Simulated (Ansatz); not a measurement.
Program: Ansatz. Geometries: PBE0-D4/def2-TZVP. ΔE: electronic, gas phase. CBS: MP2 limit from def2 TZ/QZ plus the TZ coupled-cluster correction, frozen cores. This one scheme is used for every species. Functionals use def2-TZVPP.

Consider the hydrogenolysis of the Si–C bond: `N#C[SiH2]C#N` + H₂ → `N#C[SiH3]` + `C#N`.

`N#C[SiH2]C#N`:

Cartesian coordinates in Å:
```
N -0.185 2.110 -1.658
C 0.060 1.278 -0.902
Si 0.489 -0.034 0.314
C -0.917 -1.219 0.351
N -1.784 -1.975 0.392
H 1.700 -0.738 -0.145
H 0.637 0.577 1.648
```

H₂:

Z-matrix (Å, degrees):
```
H
H 1 0.746
```

`N#C[SiH3]`:

```xyz
6

N     0.659   -2.014   -1.156
C     0.343   -1.054   -0.604
Si   -0.160    0.489    0.280
H    -0.745    1.405   -0.722
H     1.056    1.066    0.893
H    -1.153    0.108    1.308
```

`C#N`:

```xyz
3

C    -0.005   -0.025   -0.003
N     0.227    1.092    0.104
H    -0.222   -1.067   -0.102
```

| level | ΔE (eV) |
| --- | --- |
| r2SCAN | 0.06 |
| HF/def2-SVP | -0.20 |
| CCSD(T)/def2-SVP | -0.07 |
| CCSD/def2-TZVPP | -0.02 |

What does CCSD(T)/CBS give? (Best estimate.)

The calculation gave: +0.05 eV. The listed levels differ from it by 0.01, -0.25, -0.12, -0.07 eV.

Largest T1 diagnostic among the species: 0.014.

From r2SCAN to r2SCAN0 (25 % exact exchange), in def2-TZVPP and without D4, ΔE moves by −0.05 eV. The D4 term adds +0.07 eV with B3LYP and +0.04 eV with PBE0; it sums over pairs of atoms, weighted by their polarisabilities, and B3LYP, whose exchange is more repulsive, gets the larger term. In def2-TZVPP, CCSD(T) changes the Hartree–Fock value by +0.17 eV (the triples alone add +0.05 eV) and MP2 by +0.25 eV.

B3LYP here is the variant with VWN-RPA as its local correlation; programs differ in this.
